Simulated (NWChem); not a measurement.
System: CH$_{3}$N$_{2}$S anion

The following NWChem deck was run.

```
start job
memory heap 200 mb stack 900 mb global 1100 mb
charge -1
geometry units angstroms noautoz
  N      1.159874    -1.172947     0.010874
  C      0.112167    -0.408126     0.015070
  N     -1.134234    -1.061050     0.043918
  S      0.037783     1.354135     0.003703
  H      1.991781    -0.587238     0.025580
  H     -1.088497    -2.018097    -0.290829
  H     -1.893999    -0.509919    -0.331356
end
basis spherical
  * library def2-svpd
end
dft
  xc hfexch
  iterations 150
  mulliken
end
task dft energy
```

All runs use the structure optimised with B3LYP/def2-SVPD.

Task: Give the results of this calculation. (Hartree-Fock/def2-SVPD.) Quantities: energy (Ha); highest occupied level (eV); orbital gap (eV).

Result: 
| Quantity | Value |
|---|---|
| energy (Ha) | -545.85 |
| highest occupied level (eV) | -3.29 |
| orbital gap (eV) | 9.81 |
